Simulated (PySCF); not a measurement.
Correlation energy of In (indium, neutral)

[Kr] 4d10 5s1 5p2, high-spin 4P determinant (an excited configuration). Computed with PySCF 2.14 in aug-cc-pVQZ-DK3 (9s8p6d3f2g, 102 functions), with scalar relativity by spin-free X2C-1e. Frozen: [Kr] 4d10; 3 electrons correlated.

MP2 pair energies summed by pair of shells (mhartree):

```csv
pair,energy,share (%)
5p-5p,-4.07,54.2
5s-5p,-3.43,45.8
```

Total MP2 correlation energy: -7.50 mhartree.

Same-spin part -7.50 and opposite-spin part 0.00 mhartree; SCS-MP2 scales them by 1/3 and 6/5 to -2.50 mhartree.
